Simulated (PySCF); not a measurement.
# H4O4Ti: core ionisation energies

Compound: Ti(OH)4 (singlet state).
Structure used (PBE0-D3(BJ)/def2-SVP), in Å, numbered top down from 1:
```
atom  x, y, z in Å
Ti1    0.017   -0.005   -0.002
O2    -0.176    0.043    1.775
H3    -0.501    0.759    2.328
O4     1.748    0.105   -0.434
H5     2.520    0.000    0.129
O6    -0.846    1.372   -0.747
H7    -1.674    1.366   -1.235
O8    -0.663   -1.545   -0.602
H9    -0.292   -2.164   -1.237
```

Computed with delta-SCF UKS SCAN, pcX-2 on the ionised atom (unc-x2c-TZVPall on a metal), pcseg-1 elsewhere, spin-free X2C (PySCF). Vertical ΔSCF values, vacuum level as zero.

Question: What binding energy does each computed site have?

Answer: 
```
    atom(s)  bonded to     level  binding energy (eV)  2p1/2 (eV)  count
O2/O4/O6/O8   H and Ti      O 1s               537.73           –      4
        Ti1        4 O  Ti 2p3/2               463.50      469.21      1
```

Question: Which photon energy gives electrons from O 1s of O2 (atom 2)/O4/O6/O8 a kinetic energy of 100 eV, and what is their de Broglie wavelength?

Answer: hν = 537.73 + 100 = 637.73 eV, recoil neglected; λ = 12.264 Å/√(E/eV) = 1.23 Å.

The first atom of each set that the bonding makes equivalent was ionised and stands for the set. The 2p values add to the ΔSCF energy of one spin-free hole a correction within the shell (spin–orbit coupling, ligand field). 2p1/2 minus 2p3/2 (ligand field included): Ti 5.72 eV. Satellites of the metal's 2p lines aren't described. Isolated species at its PBE0-D3(BJ)/def2-SVP geometry, gas phase. Metal 2p energies of this one-determinant scheme are less reliable than its 1s energies.

The run took 26 s wall on one thread, AMD EPYC (x86_64) (shared host), and the process peaked at 0.54 GiB of memory.
